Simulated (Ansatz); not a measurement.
Abridged output of a molecular run in Ansatz:

```
Functional definition: HF
831 factors; integrals over basis functions are off by at most 1.2e-3 eV
mean field evaluation 1: about -67106.5289 eV, gradient 1.4e1 eV
mean field evaluation 2: about -67106.5493 eV, gradient 1.4e1 eV
mean field evaluation 4: about -67107.4170 eV, gradient 1.4e0 eV
mean field evaluation 8: about -67107.4271 eV, gradient 5.0e-4 eV
mean field -67107.42711836 eV, -2466.1524595519 hartree, gradient 4.3e-6 eV, S^2 0.000000; 0 other end points of the search recorded, 0 dependent functions left out
19 core orbitals not correlated: weight in the atoms' cores, before any rotation towards them, 1.000 or more for the frozen orbitals, at most 0.000 for the correlated occupied ones
reference -67107.42711836 eV, -2466.1524595519 hartree; 13, 13 occupied and 55, 55 virtual orbitals, 831 factors
second order -14.38896677 eV of doubles, -0.00000000 eV of singles
cycle   1  -14.57752053 eV  change   -1.9e-1 eV  update   9.9e-2
cycle   2  -15.10089196 eV  change   -5.2e-1 eV  update   3.7e-2
cycle   3  -15.17107287 eV  change   -7.0e-2 eV  update   1.4e-2
cycle   4  -15.16267179 eV  change    8.4e-3 eV  update   2.4e-3
cycle   5  -15.16285783 eV  change   -1.9e-4 eV  update   7.8e-4
cycle   6  -15.16310835 eV  change   -2.5e-4 eV  update   2.8e-4
cycle   7  -15.16298000 eV  change    1.3e-4 eV  update   8.9e-5
cycle   8  -15.16296032 eV  change    2.0e-5 eV  update   2.9e-5
perturbative correction -0.40314627 eV, -0.0148153521 hartree
Total energy: -67122.99322495 eV, -2466.7245034179 hartree
```

Its atoms:

Cartesian coordinates in Å:
```
S 1.318 0.687 -0.577
Si -0.165 0.110 0.852
Zn -1.395 -0.257 -3.042
H 1.780 -0.561 -0.768
H 0.453 -0.494 2.059
H -0.859 1.370 1.208
H -1.132 -0.855 0.268
```

(1) Which basis set was used?
A. def2-SVP
B. cc-pV(Q+d)Z
C. def2-QZVPP
D. def2-TZVPPD

(2) Write the keys of the input that set method, charge and spin (a neutral closed shell needs none for the last two).

## Answers

(1) A. It gives 87 functions.

(2) 
```yaml
correlation: {method: ccsd_t, frozen_orbitals: {H: 0, S: 5, Si: 5, Zn: 9}}
```
